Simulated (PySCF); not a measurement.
Si(Cl)(F)2(SMe) (CH3ClF2SSi), SMILES CS[Si](F)(Cl)F.

Coordinates come from a ωB97X-D3(BJ)/def2-SVP optimisation. The structure was generated by enumeration, and PubChem lists no compound with its InChIKey, so it may never have been made. The values are those of a single conformer.

Vertical ionisation energy (IE) and electron affinity (EA) in eV. Rows of orbital energies are one-electron estimates. Where ΔSCF, EOM or ADC give a negative EA the extra electron is unbound and the value depends on the basis.

```tsv
level	IE	EA
−ε(HOMO), −ε(LUMO), r2SCAN/def2-TZVP (PySCF)	6.82	1.06
−ε(HOMO), −ε(LUMO), PBE/def2-TZVP (PySCF)	6.53	1.34
```
